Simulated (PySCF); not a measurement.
PySCF 2.14 output of an unrestricted MN15 calculation on a single atom or ion in aug-cc-pV5Z-PP with ECP28MDF, with scalar relativity through the core potential:

```
SCF conv_tol = 1e-09
number electrons alpha = 13  beta = 9
    H. S. Yu, X. He, S. L. Li, and D. G. Truhlar.,  Chem. Sci. 7, 5032-5051 (2016)
    H. S. Yu, X. He, S. L. Li, and D. G. Truhlar.,  Chem. Sci. 7, 5032-5051 (2016)
cycle= 1 E= -213.405366007545  delta_E= -0.0155  |g|= 0.206  |ddm|= 1.21
cycle= 2 E= -213.406737145856  delta_E= -0.00137  |g|= 0.185  |ddm|= 1.18
cycle= 3 E= -213.412197419876  delta_E= -0.00546  |g|= 0.00231  |ddm|= 0.563
cycle= 4 E= -213.412202948281  delta_E= -5.53e-06  |g|= 0.000577  |ddm|= 0.0286
cycle= 5 E= -213.412203878577  delta_E= -9.3e-07  |g|= 0.000245  |ddm|= 0.0117
cycle= 6 E= -213.412204145416  delta_E= -2.67e-07  |g|= 6.33e-05  |ddm|= 0.00518
cycle= 7 E= -213.412204179017  delta_E= -3.36e-08  |g|= 2.5e-05  |ddm|= 0.00129
cycle= 8 E= -213.412204182103  delta_E= -3.09e-09  |g|= 2.77e-06  |ddm|= 0.000623
cycle= 9 E= -213.412204182116  delta_E= -1.36e-11  |g|= 5.14e-07  |ddm|= 7.32e-05
converged SCF energy = -213.412204182116  <S^2> = 6.0016106  2S+1 = 5.0006442
```

The run itself started from symmetry-adapted Hartree-Fock orbitals and held the occupation by maximum overlap, on a logarithmic radial grid, so the iterations belong to that start.

**Question.** Which element, charge and spin multiplicity is this?

**Answer.** Sn (tin, neutral), multiplicity 5; the state was [Kr] 4d10 5s1 5p2 6s1, high-spin 5P determinant (an excited configuration).

Energies and moments cover only the electrons outside the core potential. The outer electron is Rydberg-like, and this basis confines it to a smaller radius and binds it less than a complete one would.
